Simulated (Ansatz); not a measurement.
A run for Ansatz (a quantum-chemistry and plane-wave program): SC-NEVPT2 on CASSCF(2,2)/cc-pVDZ on iminoborane (SMILES B=N), a point of a bond scan (R = 2.678 Å).

Ansatz 0.2 input:
```yaml
crystal:
  periodic: [false, false, false]
  atoms:
    - {symbol: B, position_ang: [-0.00000000, -0.00000000, -0.69205561]}
    - {symbol: N, position_ang: [0.00000000, 0.00000000, 0.54091709]}
    - {symbol: H, position_ang: [-0.00000000, -0.00000000, -1.85891024]}
    - {symbol: H, position_ang: [0.00000000, 0.00000000, 3.21891622]}
basis:
  gaussian:
    orbitals: cc-pVDZ
    pivot_positions_ang: [[-0.00000000, -0.00000000, -0.69205561], [0.00000000, 0.00000000, 0.54091709], [-0.00000000, -0.00000000, -1.85891024], [0.00000000, 0.00000000, 3.21891622]]
magnetization: {spin_polarized: false}
correlation: {method: sc_nevpt2, electrons: outside_noble_gas, active_space: {window: {electrons: 2, orbitals: 2}}}
output: {orbitals: {seedname: ./end}}
```

The head of its log:

```
WARN ansatz: RAYON_NUM_THREADS=1 ignored (pool sized by the plan → 1); use --threads N
Functional definition: HF
integrals: 0.00 GiB planned
406 factors; integrals over basis functions are off by at most 4.5e-4 eV
mean field: 0.05 GiB planned
mean field evaluation 1: about -2168.7763 eV, gradient 4.6e1 eV
mean field evaluation 2: about -2168.7767 eV, gradient 4.6e1 eV
mean field evaluation 4: about -2173.2052 eV, gradient 1.6e1 eV
mean field evaluation 8: about -2175.7626 eV, gradient 1.0e0 eV
mean field evaluation 16: about -2175.7706 eV, gradient 3.1e0 eV
mean field evaluation 32: about -2175.7650 eV, gradient 1.1e-2 eV
mean field evaluation 64: about -2175.7758 eV, gradient 1.9e0 eV
mean field -2175.86261997 eV, -79.9614764313 hartree, gradient 1.4e-6 eV, S^2 0.000000; 10 other end points of the search recorded, 0 dependent functions left out; unrestricted orbitals would lower it
reference -2175.76500115 eV, -79.9578890059 hartree; 7, 7 occupied and 31, 31 virtual orbitals, 406 factors
```

### Question
Give the final energy of this run.

### Answer
-80.3277 hartree.
